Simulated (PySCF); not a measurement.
Species: C₄H₇N₃O₂Si.
Geometry (GFN2-xTB, Å), atoms numbered from 1 in this order:
```xyz
17
C4H7N3O2Si angstrom
C     -2.1049   -2.0833    0.0891
O     -0.7903   -1.5485    0.0797
C     -0.6955   -0.2300    0.0000
N     -1.7650    0.5312   -0.0668
C     -1.5425    1.8504   -0.1448
N     -0.3785    2.4333   -0.1594
N      0.7054    1.6845   -0.0922
C      0.6026    0.3812   -0.0129
O      1.6919   -0.3492    0.0532
Si     3.2192    0.3030    0.0418
H     -2.6343   -1.8122   -0.8263
H     -1.9862   -3.1619    0.1579
H     -2.6664   -1.7024    0.9445
H     -2.4167    2.4822   -0.1999
H      3.9410   -0.9595    0.1327
H      3.4288    1.0230   -1.2079
H      3.3843    1.1703    1.2014
```

Computed at PBE0/pcSseg-1 (PySCF, non-relativistic), with Q(17O) = −0.0256 b, Q(14N) = 0.02044 b: O2, 17O (I = 5/2): χzz = -10.90 MHz, η = 0.459; N4, 14N (I = 1): χzz = -4.767 MHz, η = 0.203; N6, 14N (I = 1): χzz = -5.921 MHz, η = 0.072; N7, 14N (I = 1): χzz = -5.359 MHz, η = 0.027; O9, 17O (I = 5/2): χzz = -9.268 MHz, η = 0.066.

Problem. Find the zero-field quadrupole resonance frequencies of 17O at O2.

Solution. From the eigenvalues of H = χ/[4I(2I − 1)] × [3Iz² − I(I + 1) + η(Ix² − Iy²)], steps between neighbouring levels, labelled as for η = 0: ±1/2↔±3/2 1.975 MHz, ±3/2↔±5/2 3.150 MHz (aryl ether oxygen).

Problem. Find the zero-field quadrupole resonance frequencies of 14N at N4.

Solution. From ν± = (3/4)|χ|(1 ± η/3) and ν0 = |χ|η/2: ν+ 3.817 MHz, ν− 3.334 MHz, ν0 0.483 MHz (pyridine-type nitrogen).

Problem. Where would the pure quadrupole (NQR) lines of 14N at N6 fall for the rigid, isolated species?

Solution. From ν± = (3/4)|χ|(1 ± η/3) and ν0 = |χ|η/2: ν+ 4.547 MHz, ν− 4.335 MHz, ν0 0.212 MHz (pyridine-type nitrogen).

Problem. Where would the pure quadrupole (NQR) lines of 14N at N7 fall for the rigid, isolated species?

Solution. From ν± = (3/4)|χ|(1 ± η/3) and ν0 = |χ|η/2: ν+ 4.056 MHz, ν− 3.983 MHz, ν0 0.073 MHz (pyridine-type nitrogen).

Problem. Where would the pure quadrupole (NQR) lines of 17O at O9 fall for the rigid, isolated species?

Solution. From the eigenvalues of H = χ/[4I(2I − 1)] × [3Iz² − I(I + 1) + η(Ix² − Iy²)], steps between neighbouring levels, labelled as for η = 0: ±1/2↔±3/2 1.397 MHz, ±3/2↔±5/2 2.778 MHz (silyl ether oxygen).

In a crystal, neighbours and librations shift these lines. GFN2-xTB bond lengths can be off by several hundredths of an ångström, more for odd bonds, and the gradients follow them. With a basis this small, the couplings can be 20 % off.

These values come from a run that also computed NMR shieldings. Time: 73 s wall; peak memory 0.94 GiB. Hardware: an Arm Neoverse N1 with one thread, shared host with 64 logical CPUs at a one-minute load of 58.

One conformer stands for the species.
